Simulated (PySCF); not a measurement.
# EPR parameters of C9H9

Species: C9H9 (doublet state).
Cartesian coordinates in Å at the GFN2-xTB level; atoms count from 1:
```xyz
18
C9H9 angstrom
C      4.6327    0.7637    0.3499
C      3.4779    0.6086    0.0421
C      2.1760    0.4266   -0.2961
C      1.0384    0.2137   -0.6479
C     -0.3748    0.0476   -0.9347
C     -1.1013    1.0837   -0.1892
C     -0.9618    2.0748    0.6279
C     -0.8506   -1.3642   -0.5383
C     -2.3209   -1.5641   -0.8797
H      5.6374    0.8973    0.6172
H     -0.5452    0.1928   -2.0108
H     -0.0035    2.4305    1.0116
H     -1.8145    2.6326    0.9897
H     -0.2385   -2.1026   -1.0617
H     -0.6959   -1.4975    0.5350
H     -2.9263   -0.8109   -0.3786
H     -2.4829   -1.4776   -1.9527
H     -2.6548   -2.5485   -0.5598
```

The hyperfine couplings belong to this conformer and change with its torsions.

Identity: `C#CC#C[C@H]([C]=C)CC` [radical].

Computed, not measured: PySCF, UKS B3LYP, pcH-1 on C H, non-relativistic, mean-field spin-orbit, GIAO. Geometry: GFN2-xTB, one conformer, isolated molecule. Couplings are sensitive to structure, and on GFN2-xTB geometries they can be far from those on DFT ones. The SCF solution wasn't tested for stability.

```
g1, g2, g3        : 2.00157, 2.00213, 2.00292
g_iso             : 2.00221
Form of g         : rhombic: the two nearest values differ by 42 % of g3 − g1
⟨S²⟩              : 0.7590 (exact 0.7500)
α and β electrons : 32, 31
Total energy      : -348.17879 Eh
Basis functions   : 315
```

Isotropic coupling and dipolar principal values T1 to T3, in mT (MHz turned into mT with g_iso):

| atom | isotope | a_iso | T1 | T2 | T3 | Mulliken spin population |
| --- | --- | --- | --- | --- | --- | --- |
| C1 | 13C | 0.11 | -0.10 | -0.09 | 0.19 | 0.04 |
| C2 | 13C | -0.17 | -0.08 | 0.00 | 0.07 | -0.02 |
| C3 | 13C | 0.44 | -0.18 | -0.13 | 0.31 | 0.06 |
| C4 | 13C | 2.65 | -0.27 | -0.07 | 0.34 | 0.00 |
| C5 | 13C | 0.83 | -0.15 | -0.13 | 0.28 | -0.04 |
| C6 | 13C | 9.42 | -2.89 | -2.17 | 5.06 | 0.97 |
| C7 | 13C | -0.23 | -0.62 | 0.07 | 0.55 | -0.16 |
| C8 | 13C | 0.36 | -0.06 | -0.04 | 0.10 | 0.01 |
| C9 | 13C | 0.16 | -0.06 | -0.02 | 0.09 | 0.01 |
| H10 | 1H | -0.10 | -0.06 | -0.01 | 0.07 | 0.00 |
| H11 | 1H | 0.74 | -0.24 | -0.19 | 0.43 | 0.01 |
| H12 | 1H | 6.24 | -0.16 | -0.06 | 0.22 | 0.09 |
| H13 | 1H | 4.15 | -0.23 | -0.18 | 0.41 | 0.04 |
| H14 | 1H | -0.06 | -0.07 | -0.06 | 0.13 | 0.00 |
| H15 | 1H | -0.04 | -0.11 | -0.10 | 0.22 | 0.00 |
| H16 | 1H | 0.16 | -0.23 | -0.13 | 0.36 | 0.00 |
| H17 | 1H | 0.00 | -0.08 | -0.06 | 0.14 | 0.00 |
| H18 | 1H | 0.02 | -0.06 | -0.04 | 0.10 | 0.00 |

The Mulliken spin populations are largest on C6 (+0.97), C7 (-0.16) and H12 (+0.09). C6 is the only atom above +0.15.

Axes: g1 points within 12° of the C5–C6 bond and g2 points within 11° of the C7–H12 bond.

Under fast tumbling the dipolar parts average out, and these isotropic splittings remain (the largest six): 1 × 1H (H12, I = 1/2, 2 lines) with 6.24 mT, 1 × 1H (H13, I = 1/2, 2 lines) with 4.15 mT, 1 × 1H (H11, I = 1/2, 2 lines) with 0.74 mT, 1 × 1H (H10, I = 1/2, 2 lines) with 0.10 mT, 3 × 1H (H16/H17/H18, I = 1/2, 4 lines) with 0.06 mT and 1 × 1H (H14, I = 1/2, 2 lines) with 0.06 mT.

Class means assume fast exchange of nuclei equivalent by connectivity; if that motion is slow, each nucleus keeps its own coupling.

The 13C coupling of C6 (264.0 MHz) shows only in satellite lines or after enrichment, since that isotope makes up about 1.07 % of natural carbon.

The run took 88 s (with the writing of density and orbital grids) on one thread of an Arm Neoverse V2, no GPU, shared host with 96 logical CPUs at a one-minute load of 46, and the process peaked at 1.2 GiB of memory.
